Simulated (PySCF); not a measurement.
C4H12Si (SMILES C[Si](C)(C)C), singlet, at a GFN2-xTB geometry; PySCF with DF-PBE0/6-31G.

Here is a job for PySCF.
```python
from pyscf import gto, scf, dft

mol = gto.Mole()
mol.atom = '''
    C    -0.41778104   -1.21418858   -1.41267705
    Si    0.00000000    0.00000000   -0.00000000
    C     0.00554135    1.78528707   -0.67614402
    C    -1.31041007   -0.15385282    1.37971233
    C     1.72264977   -0.41724567    0.70910873
    H    -1.39396412   -1.00424407   -1.83950537
    H    -0.42931030   -2.24160426   -1.06128465
    H     0.30997764   -1.15221546   -2.21624356
    H     0.24035806    2.50337027    0.10386249
    H    -0.96211391    2.05565595   -1.08813490
    H     0.74182785    1.90768456   -1.46487309
    H    -2.30457514    0.07745214    1.00913662
    H    -1.33992132   -1.15990805    1.78735734
    H    -1.10210317    0.52516646    2.20113401
    H     1.75423943   -1.42860695    1.10324445
    H     2.49352738   -0.33921814   -0.05171446
    H     1.99205759    0.25646756    1.51702112
'''
mol.basis = '6-31g'
mol.verbose = 4
mol.build()

mf = dft.RKS(mol)
mf.xc = 'pbe0'
mf = mf.density_fit(auxbasis='def2-universal-jkfit')
mf.kernel()
mf.analyze()
```

Task: Write the output that PySCF gives for this input, abridged.

Result: 
```
PySCF version 2.14.0

[INPUT] verbose = 4
[INPUT] num. atoms = 17
[INPUT] num. electrons = 50
[INPUT] charge = 0
[INPUT] spin (= nelec alpha-beta = 2S) = 0
[INPUT] symmetry False subgroup None
[INPUT] Mole.unit = angstrom
[INPUT] Symbol           X                Y                Z      unit          X                Y                Z       unit  Magmom
[INPUT]  1 C     -0.417781040000  -1.214188580000  -1.412677050000 AA   -0.789491745636  -2.294483879775  -2.669572726959 Bohr   0.0
[INPUT]  2 Si     0.000000000000   0.000000000000   0.000000000000 AA    0.000000000000   0.000000000000   0.000000000000 Bohr   0.0
[INPUT]  3 C      0.005541350000   1.785287070000  -0.676144020000 AA    0.010471633860   3.373703616027  -1.277727018562 Bohr   0.0
[INPUT]  4 C     -1.310410070000  -0.153852820000   1.379712330000 AA   -2.476316143172  -0.290739693292   2.607278434386 Bohr   0.0
[INPUT]  5 C      1.722649770000  -0.417245670000   0.709108730000 AA    3.255336273845  -0.788480042961   1.340021292238 Bohr   0.0
[INPUT]  6 H     -1.393964120000  -1.004244070000  -1.839505370000 AA   -2.634210414270  -1.897746254519  -3.476161353967 Bohr   0.0
[INPUT]  7 H     -0.429310300000  -2.241604260000  -1.061284650000 AA   -0.811278889455  -4.236018131058  -2.005537328705 Bohr   0.0
[INPUT]  8 H      0.309977640000  -1.152215460000  -2.216243560000 AA    0.585772844339  -2.177371655890  -4.188093353731 Bohr   0.0
[INPUT]  9 H      0.240358060000   2.503370270000   0.103862490000 AA    0.454210905232   4.730684198678   0.196271660715 Bohr   0.0
[INPUT] 10 H     -0.962113910000   2.055655950000  -1.088134900000 AA   -1.818131790534   3.884626751833  -2.056276947581 Bohr   0.0
[INPUT] 11 H      0.741827850000   1.907684560000  -1.464873090000 AA    1.401851468075   3.605001350461  -2.768208947345 Bohr   0.0
[INPUT] 12 H     -2.304575140000   0.077452140000   1.009136620000 AA   -4.355015848081   0.146363332361   1.906991834069 Bohr   0.0
[INPUT] 13 H     -1.339921320000  -1.159908050000   1.787357340000 AA   -2.532084323266  -2.191908544178   3.377615859331 Bohr   0.0
[INPUT] 14 H     -1.102103170000   0.525166460000   2.201134010000 AA   -2.082673152315   0.992420779207   4.159540442366 Bohr   0.0
[INPUT] 15 H      1.754239430000  -1.428606950000   1.103244450000 AA    3.315032079613  -2.699675875150   2.084829858946 Bohr   0.0
[INPUT] 16 H      2.493527380000  -0.339218140000  -0.051714460000 AA    4.712083832304  -0.641029381084  -0.097726166080 Bohr   0.0
[INPUT] 17 H      1.992057590000   0.256467560000   1.517021120000 AA    3.764443269461   0.484653448235   2.866754441981 Bohr   0.0

nuclear repulsion = 243.401029906338
number of shells = 51
number of NR pGTOs = 182
number of NR cGTOs = 73
basis = 6-31g
ecp = {}

******** <class 'pyscf.df.df_jk.DFRKS'> ********
method = DFRKS
initial guess = minao
damping factor = 0
level_shift factor = 0
DIIS = <class 'pyscf.scf.diis.CDIIS'>
diis_start_cycle = 1
diis_space = 8
diis_damp = 0
SCF conv_tol = 1e-09
SCF conv_tol_grad = None
SCF max_cycles = 50
direct_scf = False
XC library pyscf.dft.libxc version 7.1.2
    S. Lehtola, C. Steigemann, M. J. T. Oliveira, and M. A. L. Marques,  SoftwareX 7, 1–5 (2018)
XC functionals = pbe0
    C. Adamo and V. Barone,  J. Chem. Phys. 110, 6158 (1999)
    M. Ernzerhof and G. E. Scuseria,  J. Chem. Phys. 110, 5029 (1999)
radial grids:
    Treutler-Ahlrichs [JCP 102, 346 (1995); DOI:10.1063/1.469408] (M4) radial grids

becke partition: Becke, JCP 88, 2547 (1988); DOI:10.1063/1.454033
pruning grids: <function nwchem_prune>
grids dens level: 3
symmetrized grids: False
atomic radii adjust function: <function treutler_atomic_radii_adjust>
small_rho_cutoff = 0
Set gradient conv threshold to 3.16228e-05
Initial guess from minao.
tot grids = 193352
******** <class 'pyscf.df.df.DF'> ********
auxbasis = def2-universal-jkfit
init E= -448.756562245221
  HOMO = -0.354253149671299  LUMO = 0.0256089860761126  gap/eV = 10.33658
cycle= 1 E= -448.696502522251  delta_E= 0.0601  |g|= 0.557  |ddm|= 3.29
  HOMO = -0.239393411101102  LUMO = 0.115530948860684  gap/eV = 9.65798
cycle= 2 E= -448.688301378531  delta_E= 0.0082  |g|= 0.574  |ddm|=    1
  HOMO = -0.301713725519705  LUMO = 0.0883424398209922  gap/eV = 10.61397
cycle= 3 E= -448.7784634143  delta_E= -0.0902  |g|= 0.00837  |ddm|= 0.513
  HOMO = -0.299971394960005  LUMO = 0.089339772179059  gap/eV = 10.59370
cycle= 4 E= -448.778484814545  delta_E= -2.14e-05  |g|= 0.00194  |ddm|= 0.016
  HOMO = -0.300475665804591  LUMO = 0.0891692185014508  gap/eV = 10.60278
cycle= 5 E= -448.778486192136  delta_E= -1.38e-06  |g|= 0.000357  |ddm|= 0.00424
  HOMO = -0.300442549756337  LUMO = 0.0891689706350891  gap/eV = 10.60187
cycle= 6 E= -448.778486244451  delta_E= -5.23e-08  |g|= 1.36e-05  |ddm|= 0.000682
  HOMO = -0.300444830871476  LUMO = 0.0891683231002856  gap/eV = 10.60191
cycle= 7 E= -448.778486244527  delta_E= -7.66e-11  |g|= 1.09e-06  |ddm|= 3.35e-05
  HOMO = -0.300444242171814  LUMO = 0.0891686263393339  gap/eV = 10.60191
Extra cycle  E= -448.778486244531  delta_E= -3.98e-12  |g|= 1.06e-06  |ddm|= 2.89e-06
converged SCF energy = -448.778486244531
**** SCF Summaries ****
Total Energy =                        -448.778486244531109
Nuclear Repulsion Energy =             243.401029906337953
One-electron Energy =                -1097.579247873903569
Two-electron Energy =                  405.399731723034506
Two-electron Coulomb Energy =          452.237094188245749
DFT Exchange-Correlation Energy =      -46.837362465211214
HOMO-LUMO gap [eV] =                    10.601906163416359
**** MO energy ****
MO #1   energy= -66.2425537907416  occ= 2
MO #2   energy= -10.1969688449158  occ= 2
MO #3   energy= -10.1969683481867  occ= 2
MO #4   energy= -10.1969679033879  occ= 2
MO #5   energy= -10.1969486787378  occ= 2
MO #6   energy= -5.32400748421788  occ= 2
MO #7   energy= -3.6572317927848   occ= 2
MO #8   energy= -3.6572312000006   occ= 2
MO #9   energy= -3.65723091527692  occ= 2
MO #10  energy= -0.738275990269174 occ= 2
MO #11  energy= -0.695555731754088 occ= 2
MO #12  energy= -0.695555240665564 occ= 2
MO #13  energy= -0.69555473722922  occ= 2
MO #14  energy= -0.473652151164071 occ= 2
MO #15  energy= -0.420700466007925 occ= 2
MO #16  energy= -0.420699674335262 occ= 2
MO #17  energy= -0.420698916846914 occ= 2
MO #18  energy= -0.404250815547932 occ= 2
MO #19  energy= -0.404250010420548 occ= 2
MO #20  energy= -0.388072287496732 occ= 2
MO #21  energy= -0.388071783708274 occ= 2
MO #22  energy= -0.388071155369419 occ= 2
MO #23  energy= -0.30044484764324  occ= 2
MO #24  energy= -0.300444655840378 occ= 2
MO #25  energy= -0.300444242171814 occ= 2
MO #26  energy= 0.0891686263393339 occ= 0
MO #27  energy= 0.115581377955601  occ= 0
MO #28  energy= 0.115591629157461  occ= 0
MO #29  energy= 0.115593053847637  occ= 0
MO #30  energy= 0.154619619512345  occ= 0
MO #31  energy= 0.15462129285365   occ= 0
MO #32  energy= 0.154625563868685  occ= 0
MO #33  energy= 0.174260647398288  occ= 0
 ** Mulliken pop on meta-lowdin orthogonal AOs  **
 ** Mulliken pop  **
 ** Mulliken atomic charges  **
charge of    0C =     -0.57771
charge of    1Si =      0.84581
charge of    2C =     -0.57770
charge of    3C =     -0.57770
charge of    4C =     -0.57770
charge of    5H =      0.12208
charge of    6H =      0.12208
charge of    7H =      0.12209
charge of    8H =      0.12208
charge of    9H =      0.12208
charge of   10H =      0.12208
charge of   11H =      0.12208
charge of   12H =      0.12208
charge of   13H =      0.12208
charge of   14H =      0.12208
charge of   15H =      0.12208
charge of   16H =      0.12208
Dipole moment(X, Y, Z, Debye):  0.00000,  0.00003, -0.00003
```
